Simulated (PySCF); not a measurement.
**Nuclear quadrupole coupling in `[SiH3]Cc1cncn1[SiH3]`**

C4H10N2Si2.
Structure used (GFN2-xTB), in Å, numbered top down from 1:
```xyz
18
C4H10N2Si2 angstrom
Si     2.1878   -0.9137    0.7234
C      0.9615   -0.8029   -0.7391
C      0.1513    0.4330   -0.6515
C      0.4357    1.7030   -1.0603
N     -0.5850    2.5473   -0.7259
C     -1.4592    1.8073   -0.1263
N     -1.0839    0.4915   -0.0364
Si    -2.0271   -0.8096    0.6490
H      1.4502   -0.8719    1.9875
H      2.9099   -2.1836    0.6165
H      3.1151    0.2132    0.6493
H      0.3107   -1.6777   -0.7581
H      1.5218   -0.7901   -1.6751
H      1.3007    2.0640   -1.5804
H     -2.3913    2.1578    0.2683
H     -3.2272   -0.1620    1.1662
H     -2.3419   -1.7569   -0.4227
H     -1.2378   -1.4426    1.7038
```

Field gradients from the PBE0/pcSseg-1 density (PySCF, non-relativistic), principal values in atomic units, ordered |Vxx| ≤ |Vyy| ≤ |Vzz|:

| atom | Vxx | Vyy | Vzz |
| --- | --- | --- | --- |
| N5 | 0.3990 | 0.5678 | -0.9669 |
| N7 | 0.0756 | 0.3513 | -0.4269 |

Find the asymmetry η = (Vxx − Vyy)/Vzz and the couplings χ = eQV/h (234.96 MHz × Q in barn × V in au), with Q(14N) = 0.02044 b.

```csv
atom,environment,nucleus,η,χzz (MHz),χxx (MHz),χyy (MHz)
N5,pyridine-type nitrogen,14N,0.17,-4.644,1.916,2.727
N7,pyrrole-type nitrogen,14N,0.65,-2.051,0.363,1.687
```

What is Vzz at N7 in SI units (1 au = 9.71736 × 10²¹ V/m²)?

-0.4269 au = -4.149 × 10²¹ V/m².

And the gradient at the other heavy atoms, for which no coupling is worked out here?

```tsv
atom	environment	Vzz (au)	η
Si1	SiH3 silicon	0.166	0.22
C2	sp3 carbon bound to silicon	0.079	0.88
C3	substituted aromatic carbon	-0.240	0.51
C4	aromatic CH next to a ring nitrogen	-0.154	0.48
C6	aromatic CH next to a ring nitrogen	-0.242	0.23
Si8	SiH3 silicon	0.511	0.05
```

Were the hydrogens deuterons (Q(2H) = 0.00286 b), χzz would run from 106 kHz (H17) to 233 kHz (H14).

The structure is a single GFN2-xTB conformer in the gas phase; no vibrational or solvent corrections. GFN2-xTB bond lengths can be off by several hundredths of an ångström, more for odd bonds, and the gradients follow them. These gradients aren't converged with respect to the basis.
